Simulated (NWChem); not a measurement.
Species: C$_{3}$H$_{7}$BO; SMILES C1CB(O)C1

```xyz
12

O      0.0695    -1.9600     0.0905
B      0.0162    -0.6167    -0.0829
C      1.1587     0.4823    -0.1195
C      0.0073     1.4982     0.2023
C     -1.1424     0.4787    -0.1216
H     -0.8172    -2.3499     0.1407
H      1.9963     0.4356     0.5847
H      1.5725     0.6447    -1.1233
H      0.0030     2.4192    -0.3907
H      0.0041     1.7768     1.2613
H     -1.9859     0.4417     0.5783
H     -1.5510     0.6410    -1.1280
```
Atoms are numbered in this order, from 1.

Computed with NWChem. The geometry was optimised at B3LYP/6-31G* (spherical d). B3LYP is NWChem's, with the RPA form of VWN correlation.

Among these, which level gives the highest value of “orbital gap (eV)”?
A) BLYP/def2-TZVP
B) PBE/def2-TZVP
C) Hartree-Fock/def2-TZVP
D) B3LYP/def2-TZVP

C, Hartree-Fock/def2-TZVP. Values: PBE/def2-TZVP 5.75; BLYP/def2-TZVP 5.80; B3LYP/def2-TZVP 7.72; Hartree-Fock/def2-TZVP 14.44
